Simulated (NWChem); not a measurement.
System: GaN₂H₅; SMILES [GaH]([NH2])[NH2]

Input file for NWChem:

```
start job
memory heap 200 mb stack 900 mb global 1100 mb
geometry units angstroms noautosym nocenter noautoz
  Ga     0.000000     0.000000    -0.339920
  H      0.000000     0.000000    -1.897045
  N     -1.550826     0.000000     0.600430
  H     -2.464073     0.000000     0.165946
  H     -1.617346     0.000000     1.609926
  N      1.550826     0.000000     0.600430
  H      1.617346     0.000000     1.609926
  H      2.464073     0.000000     0.165946
end
basis spherical
  Ga library pcsseg-1
  H library pcsseg-1
  N library pcsseg-1
end
dft
  xc pbe0
  iterations 150
end
property
  shielding 5 1 2 3 4 5
end
task dft property
```

Structure relaxed at the PBE0/def2-SVP level.

GIAO values for the isolated, static molecule; σ is the absolute isotropic shielding, δ = σ(reference) − σ with the isolated reference molecule computed at the same levels (1H: tetramethylsilane, 15N: ammonia).

Atoms are numbered as in the input.

Task: Predict the main results of this run. (PBE0/pcSseg-1, GIAO.) Quantities: σ Ga1 (ppm); δ H2 (ppm); δ N3 (ppm); δ H4 (ppm); δ H5 (ppm).

Result: 
```json
{
 "σ Ga1 (ppm)": "1357.6",
 "δ H2 (ppm)": "4.76",
 "δ N3 (ppm)": "32.2",
 "δ H4 (ppm)": "1.13",
 "δ H5 (ppm)": "0.92"
}
```
